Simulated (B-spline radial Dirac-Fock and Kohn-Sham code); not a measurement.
## Compton profile of In²⁰⁺

System: In²⁰⁺, 1s2 2s2 2p6 3s2 3p6 3d10 4s1.

Model: the impulse approximation on Dirac-Fock densities. Program: a radial B-spline solver. pz is in atomic units of momentum; subshell profiles are per electron, for a selection of subshells; open shells are spread over both j values by their weights.

```
 pz    J total   J 2s1/2   J 3p1/2   J 4s1/2
  0      1.940    0.0599    0.0821     0.258
0.2      1.935    0.0599    0.0821     0.254
0.3      1.929    0.0598    0.0821     0.250
0.4      1.921    0.0598    0.0821     0.244
0.5      1.911    0.0597    0.0821     0.236
0.6      1.899    0.0596    0.0821     0.227
0.8      1.870    0.0593    0.0820     0.205
  1      1.836    0.0590    0.0819     0.181
1.2      1.799    0.0587    0.0818     0.155
1.4      1.760    0.0582    0.0815     0.130
1.6      1.721    0.0577    0.0811     0.106
1.8      1.682    0.0571    0.0806    0.0853
  2      1.645    0.0565    0.0798    0.0681
2.5      1.560    0.0547    0.0771    0.0409
  3      1.481    0.0525    0.0731    0.0311
  4      1.315    0.0475    0.0610    0.0293
  5      1.125    0.0418    0.0462    0.0224
  7     0.7638    0.0300    0.0203   0.00561
 10     0.4237    0.0154   0.00458   0.00260
 15     0.1857   0.00389   0.00266   0.00105
 20    0.09406   0.00158   0.00199  0.000188
 30    0.03185   0.00136  0.000556  7.34e-05
 40    0.01369  0.000882  0.000143  5.18e-05
 60   0.003523  0.000252  1.44e-05  1.45e-05
100  0.0004494  2.85e-05    < 1e-6  1.56e-06
```

J(0) = 1.940. The 3d5/2 subshell gives the largest part, 18 %.

Mean momentum ⟨p⟩ by subshell (a.u.): 1s1/2 44.7, 2s1/2 15.8, 2p1/2 21.1, 2p3/2 20.2, 3s1/2 7.70, 3p1/2 9.19, 3p3/2 8.92, 3d3/2 10.6, 3d5/2 10.5, 4s1/2 4.36.

Values without a named source are computed, but for edge energies of neutral atoms, which are taken from tables.
